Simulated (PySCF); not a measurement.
**How methods differ on the electron affinity of Nb**

Nb⁻ [Kr] 4d4 5s2 (5D) → Nb [Kr] 4d4 5s1 (6D), as a difference of total energies. Computed with PySCF 2.14 in x2c-TZVPPall with one added diffuse shell each of s, p, d, f type (9s7p7d3f1g, 95 functions), with scalar relativity by spin-free X2C-1e. Correlated levels: valence: [Kr] frozen. The calculations carry no spin-orbit coupling.

```json
{"method": "UHF", "electron affinity (eV)": "-0.291"}
{"method": "MP2 (valence)", "electron affinity (eV)": "0.294"}
{"method": "SCS-MP2 (valence)", "electron affinity (eV)": "0.417"}
{"method": "CCSD (valence)", "electron affinity (eV)": "0.657"}
{"method": "CCSD(T) (valence)", "electron affinity (eV)": "0.787"}
```

A first-order spin-orbit estimate (lowest level to lowest level, LS coupling) adds 0.006 eV.

Errors of the correlated levels include the incompleteness of this basis and the frozen core.

A negative affinity means that the anion lies above the atom at that level of theory.

The coupled-cluster amplitudes are large for Nb⁻ (T1 above 0.03 or a double amplitude above 0.15), so a single reference is strained.

Which method comes closest to the reference value, and which is furthest?

The reference is 0.917 eV (measured; photodetachment measurements, as compiled on the Wikipedia data page of electron affinities). Closest: CCSD(T) (valence) (error -0.125 eV); furthest: UHF (error -1.202 eV), both after the spin-orbit estimate.
